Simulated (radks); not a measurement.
Task: Au21+, 58 electrons, occupied as [Kr] 4d10 4f12. Calculated with a radial shooting solver on a logarithmic mesh with Libxc functionals: scalar-relativistic Kohn-Sham, BLYP, spin-polarised, spherical densities, finite nucleus; open shells are filled with parallel spins first (spin-orbit coupling, left out, can overturn this in heavy ions); Fermi nuclear charge, rms radius 5.4371 fm. Some entries of the table are withheld. Estimate them.

orbital  occ.  eigenvalue (hartree)  <1/r> (bohr^-1)  <r^2> (bohr^2)
1s down     1             -2987.793            95.71       0.0003933
1s up       1             -2987.792            95.71       0.0003933
2s up       1             -543.6895            22.45        0.005994
2s down     1             -543.6873            22.45        0.005994
2p up       3             -472.9377            19.98        0.005044
2p down     3             -472.9361            19.98        0.005043
3s up       1             -143.3638            8.329         0.03860
3s down     1             -143.2999            8.331         0.03858
3p up       3             -122.8228            7.601         0.03965
3p down     3             -122.7579            7.604         0.03962
3d up       5             -100.8649            7.154         0.03281
3d down     5             -100.8153            7.157         0.03278
4s up       1             -45.98133            3.611          0.1827
4s down     1             -45.87514            3.609          0.1828
4p up       3             -39.14388            3.278          0.2062
4p down     3             -39.04213            3.276          0.2064
4d up       5             -30.94190            2.970             (1)
4d down     5             -30.84215            2.967             (2)
4f up       7             -21.82088            2.636             (3)
4f down     5             -21.71538            2.633             (4)

Result: 
(1) 4d up <r^2> (bohr^2): 0.2270
(2) 4d down <r^2> (bohr^2): 0.2273
(3) 4f up <r^2> (bohr^2): 0.2398
(4) 4f down <r^2> (bohr^2): 0.2407
